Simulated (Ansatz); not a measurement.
Consider the substitution at a C–Sn bond: `[CH3][SnH2][CH2]Cl` + `C#CNCN` → `C#CN(C)CN` + `Cl[CH2][SnH3]`.

Isolated molecules relaxed with PBE0-D4/def2-TZVP in Ansatz; ΔE leaves out vibrations. CCSD(T)/CBS is the MP2 limit (def2-TZVPP, def2-QZVPP) plus CCSD(T) − MP2 in def2-TZVPP, frozen cores. Functionals use def2-TZVPP. B3LYP here is the variant with VWN-RPA as its local correlation; programs differ in this. def2 core potentials past Kr. For Sn outer-core shells are correlated without core-valence functions, which leaves a few kJ/mol of doubt a bond. One conformer a species, not always the lowest.

`[CH3][SnH2][CH2]Cl`:

Cartesian coordinates in Å:
```
C -1.559 0.596 -0.618
Sn 0.431 0.790 0.125
C 1.144 -1.185 0.638
Cl 0.940 -2.291 -0.748
H -1.571 -0.155 -1.409
H -1.910 1.546 -1.020
H -2.228 0.280 0.183
H 0.484 1.762 1.537
H 1.483 1.435 -1.056
H 0.584 -1.603 1.473
H 2.202 -1.176 0.895
```

`C#CNCN`:

```xyz
11

C    -1.821   -1.808   -0.927
C    -0.852   -1.265   -0.462
N     0.229   -0.622   -0.002
C     0.114    0.827    0.239
N     1.369    1.489    0.389
H    -2.666   -2.300   -1.341
H     0.716   -1.114    0.735
H    -0.419    1.231   -0.624
H    -0.495    1.030    1.128
H     1.837    1.242    1.250
H     1.988    1.289   -0.386
```

`C#CN(C)CN`:

```xyz
14

C    -1.766   -0.301   -1.660
C    -0.789   -0.040   -1.004
N     0.274    0.267   -0.255
C     1.573    0.047   -0.863
C     0.181   -0.124    1.165
N    -0.991    0.328    1.836
H    -2.625   -0.500   -2.252
H     1.832   -1.019   -0.930
H     1.579    0.468   -1.868
H     2.335    0.555   -0.267
H     0.235   -1.219    1.254
H     1.067    0.295    1.648
H    -1.821   -0.088    1.432
H    -1.083    1.333    1.764
```

`Cl[CH2][SnH3]`:

Cartesian coordinates in Å:
```
Cl -0.957 -0.111 -2.142
C -1.019 -0.242 -0.366
Sn 0.908 0.205 0.495
H -1.330 -1.256 -0.120
H -1.776 0.455 -0.010
H 2.041 -0.910 -0.116
H 0.798 0.063 2.196
H 1.334 1.796 0.064
```

| level | ΔE (kcal/mol) |
| --- | --- |
| r2SCAN | 10.5 |
| B3LYP | 11.0 |
| MP2/def2-QZVPP | 12.2 |
| MP2/CBS(def2) | 12.8 |

(1) What does CCSD(T)/CBS give? (An estimate is asked.)

Largest T1 diagnostic among the species: 0.012.

Results:

(1) The calculation gave: +12.1 kcal/mol. The listed levels differ from it by -1.6, -1.1, 0.1, 0.7 kcal/mol.

The D4 term adds −0.8 kcal/mol with B3LYP and −0.4 kcal/mol with PBE0; it sums over pairs of atoms, weighted by their polarisabilities, and B3LYP, whose exchange is more repulsive, gets the larger term.
